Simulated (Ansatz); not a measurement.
Reaction (ligand exchange at a Ge–C bond): `S[CH2][GeH3]` + `F[SiH](F)S` → `F[SiH](F)[S][GeH3]` + CH₃SH

Gas-phase electronic energies from Ansatz, PBE0-D4/def2-TZVP geometries. CCSD(T)/CBS adds triple-zeta CCSD(T) − MP2 to the extrapolated MP2 energy (def2 sets, frozen cores). This one scheme is used for every species. DFT in def2-TZVPP. B3LYP here is the variant with VWN-RPA as its local correlation; programs differ in this. For Ge outer-core shells are correlated without core-valence functions, which leaves a few kJ/mol of doubt a bond. Scalar relativity is left out up to krypton. One conformer a species, not always the lowest.

Question: Is it downhill or uphill in electronic energy at CCSD(T)/CBS, and by how much? (An estimate is asked.)

Answer: The calculation gave: Downhill: ΔE = -0.71 eV.

Question: What do these levels give: r2SCAN-D4, PBE0-D4, B3LYP-D4, ωB97M-V, B2PLYP, SCS-MP2/def2-QZVPP? (An estimate is asked.)

Answer: Ansatz gave: r2SCAN-D4 -0.77, PBE0-D4 -0.77, B3LYP-D4 -0.77, ωB97M-V -0.74, B2PLYP -0.74, SCS-MP2/def2-QZVPP -0.73 eV.

Largest T1 diagnostic among the species: 0.012.

In def2-TZVPP, CCSD(T) changes the Hartree–Fock value by +0.12 eV (the triples alone add +0.00 eV) and MP2 by +0.10 eV.
